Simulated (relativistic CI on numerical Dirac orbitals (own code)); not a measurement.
A reference radial Dirac CI calculation of Bi59+ gave the lowest total energy -18251.99111 Ha in 10 SCF steps, from this input:

```
atom Bi  Z=83  charge=59  electrons=24
nucleus A=209  rms_radius_fm=5.5211
hamiltonian dirac-coulomb  breit=on  qed=on  c_scale=1
orbitals kli  potential=per-configuration
slater_scale 1
correlation none
mixing on
grid step=0.0125 r_max=2.3
scf mixing=0.4 start=green max_iterations=150 tolerance=2e-08 node_fill=0.05
configurations
  [Ar] 3d6
end
```

One setting was then changed, and the output read:

```
SCF 1: [Ar] 3d6
 iter      energy (Ha)   residual   last orbital (Ha)
    1    -18162.154532   6.82e+00   -322.60975
    2    -18244.634383   3.97e+00   -280.43920
    3    -18285.409330   1.45e-01   -228.06024
    4    -18285.511515   7.13e-02   -229.13261
    5    -18285.524908   2.44e-04   -228.32554
    6    -18285.524910   5.18e-05   -228.32356
    7    -18285.524910   5.00e-06   -228.32271
    8    -18285.524910   3.99e-08   -228.32278
    9    -18285.524910   2.97e-08   -228.32278
   10    -18285.524910   1.13e-11   -228.32278
orbital energies (Ha): 2s -742.7973  2p1/2 -720.6592  2p3/2 -634.7737  3s -277.3407  3p1/2 -268.0440  3p3/2 -246.9622  3d3/2 -232.9797  3d5/2 -228.3228
configuration averages (Ha): Dirac-Coulomb, Breit, QED
  3d6                         -18285.524910   23.386647   17.680494
levels: no., configuration, term, J, E (cm-1), weight
   1 3d6                    3F   4                0.0  0.42
   2 3d6                    3P   2            83525.0  0.38
   3 3d6                    3P   0           273562.9  0.57
   4 3d6                    5D   3           910702.4  0.57
   5 3d6                    5D   4           914643.8  0.46
   6 3d6                    5D   1           962473.6  0.43
   7 3d6                    3H   6           982646.0  0.64
   8 3d6                    3G   5           987589.3  0.62
   9 3d6                    3F   2          1067431.4  0.47
  10 3d6                    3D   3          1078920.9  0.33
  11 3d6                    3P   0          1166409.3  0.60
  12 3d6                    1G   4          1215207.0  0.47
  13 3d6                    3P   1          1230105.7  0.71
  14 3d6                    3D   2          1232609.6  0.28
lowest total energy -18251.990513 Ha
end: converged
```

Q: Which setting was changed?
A. QED terms
B. charge
C. speed of light
D. grid step

A: D. The grid step 0.04.
